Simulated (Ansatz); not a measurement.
Reaction (formal hydrolysis of the Si–O bond): `CO[SiH2][SiH](O)F` + H₂O → `O[SiH2][SiH](O)F` + CH₃OH

Calculated with Ansatz (gas phase, PBE0-D4/def2-TZVP geometries, no zero-point term in ΔE). CBS: MP2 limit from def2 TZ/QZ plus the TZ coupled-cluster correction, frozen cores. This one scheme is used for every species. Each species was taken in one conformer, which may not be the lowest.

```
            species  HF/def2-QZVPP energy (Eh)
`CO[SiH2][SiH](O)F`                 -869.31173
                H₂O                  -76.06663
 `O[SiH2][SiH](O)F`                 -830.27651
              CH₃OH                 -115.10098
```

Problem. Work out ΔE.

Solution. ΔE = (-830.27651) + (-115.10098) − (-869.31173) − (-76.06663) = 0.00087 Eh = +2.3 kJ/mol. CCSD(T)/CBS gives +3.8 kJ/mol.

Largest T1 diagnostic among the species: 0.012.

The D4 term adds +3.7 kJ/mol with B3LYP and +2.3 kJ/mol with PBE0; it sums over pairs of atoms, weighted by their polarisabilities, and B3LYP, whose exchange is more repulsive, gets the larger term.

B3LYP here is the variant with VWN-RPA as its local correlation; programs differ in this.
